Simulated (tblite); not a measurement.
Species: C5H11BrSi.
SMILES with atom numbers: `[CH3:1][SiH:2]([CH3:3])[CH2:4]/[CH:5]=[CH:6]\[Br:7]` (hydrogens: H8, H9, H10 on C1; H11 on Si2; H12, H13, H14 on C3; H15, H16 on C4; H17 on C5; H18 on C6)

Computed with GFN2-xTB (tblite), gas phase: L-BFGS steps from a force-field or distance-geometry start until the largest atomic force falls under 0.01 eV/Å.

Step 25: E = -600.9919 eV
```
atom  x, y, z in Å  |  force x, y, z in eV/Å
C1     -2.3750   -0.9424   -0.2323    0.008   0.005  -0.007
Si2    -0.8034    0.0852   -0.5204    0.039  -0.025   0.016
C3     -0.8492    1.6694    0.5248    0.009  -0.010  -0.010
C4      0.7042   -1.0014   -0.0111    0.011  -0.006  -0.016
C5      1.9892   -0.3396   -0.3155   -0.001  -0.024   0.018
C6      2.8341    0.1830    0.5593   -0.024   0.030  -0.012
Br7     2.5382    0.1602    2.4365    0.001   0.018  -0.015
H8     -3.2562   -0.3754   -0.5139   -0.020  -0.014  -0.009
H9     -2.4880   -1.2246    0.8105    0.013   0.006   0.003
H10    -2.3672   -1.8550   -0.8199   -0.018  -0.004  -0.007
H11    -0.6529    0.4126   -1.9523   -0.014   0.004   0.025
H12    -1.7178    2.2700    0.2718    0.017   0.027   0.010
H13     0.0347    2.2785    0.3606   -0.003   0.013   0.004
H14    -0.9010    1.4494    1.5880    0.011  -0.013  -0.009
H15     0.6459   -1.9407   -0.5625    0.001   0.009  -0.002
H16     0.6464   -1.2352    1.0527   -0.012  -0.006  -0.034
H17     2.2540   -0.2625   -1.3637   -0.012  -0.009   0.042
H18     3.7553    0.6750    0.2957   -0.004  -0.002   0.002
```

Step 26: E = -600.9923 eV
```
atom  x, y, z in Å  |  force x, y, z in eV/Å
C1     -2.3732   -0.9428   -0.2325    0.013   0.011  -0.008
Si2    -0.8028    0.0864   -0.5206    0.059  -0.045   0.027
C3     -0.8455    1.6701    0.5261    0.011  -0.027  -0.019
C4      0.7035   -1.0050   -0.0116   -0.019   0.006  -0.021
C5      1.9868   -0.3408   -0.3154    0.000  -0.041   0.016
C6      2.8296    0.1846    0.5594   -0.026   0.037  -0.019
Br7     2.5320    0.1656    2.4349   -0.004   0.015   0.009
H8     -3.2542   -0.3761   -0.5140   -0.033  -0.011  -0.010
H9     -2.4854   -1.2249    0.8101    0.010   0.006   0.012
H10    -2.3654   -1.8556   -0.8195   -0.016  -0.007  -0.013
H11    -0.6525    0.4156   -1.9520   -0.013   0.003   0.024
H12    -1.7140    2.2707    0.2726    0.019   0.033   0.017
H13     0.0392    2.2781    0.3615   -0.008   0.013   0.005
H14    -0.8966    1.4488    1.5890    0.007  -0.008  -0.010
H15     0.6446   -1.9440   -0.5640    0.003   0.022   0.003
H16     0.6446   -1.2391    1.0522   -0.010  -0.006  -0.040
H17     2.2520   -0.2652   -1.3633   -0.007  -0.005   0.031
H18     3.7484    0.6800    0.2956    0.015   0.005  -0.004
```

Task: Estimate the geometry and energy of step 27. (The exact step hangs on the optimiser's Hessian estimate; all steps are aligned on step 26, rigid shifts and turns removed.)

Result: E = -600.9929 eV, largest force 0.090 eV/Å
```
atom  x, y, z in Å  |  force x, y, z in eV/Å
C1     -2.3703   -0.9432   -0.2330    0.012   0.013  -0.006
Si2    -0.8009    0.0874   -0.5204    0.062  -0.058   0.031
C3     -0.8397    1.6708    0.5276    0.012  -0.042  -0.026
C4      0.7022   -1.0105   -0.0126   -0.051   0.017  -0.021
C5      1.9832   -0.3433   -0.3151    0.008  -0.052   0.011
C6      2.8223    0.1881    0.5592   -0.024   0.042  -0.021
Br7     2.5225    0.1743    2.4326   -0.012   0.013   0.039
H8     -3.2516   -0.3774   -0.5142   -0.040  -0.008  -0.009
H9     -2.4812   -1.2253    0.8097    0.005   0.007   0.018
H10    -2.3628   -1.8565   -0.8192   -0.011  -0.006  -0.018
H11    -0.6521    0.4202   -1.9509   -0.010   0.000   0.021
H12    -1.7077    2.2722    0.2742    0.022   0.033   0.026
H13     0.0460    2.2778    0.3628   -0.012   0.010   0.004
H14    -0.8897    1.4475    1.5902    0.002   0.000  -0.012
H15     0.6425   -1.9487   -0.5665    0.004   0.029   0.004
H16     0.6417   -1.2453    1.0507   -0.008  -0.008  -0.034
H17     2.2489   -0.2695   -1.3621    0.005  -0.002   0.005
H18     3.7380    0.6876    0.2954    0.035   0.012  -0.013
```

The energy changes by -0.0006 eV. The first-order estimate −F·Δx gives -0.0008 eV and the mean of the old and new forces, exact on a quadratic surface, -0.0006 eV. The step makes an angle of 79° with the force vector and moves no atom by more than 0.013 Å.

The cost below is that of the whole relaxation. On one thread, Arm Neoverse V1 (aarch64), shared host with 32 logical CPUs at a one-minute load of 19, this took 0.54 s of wall time.
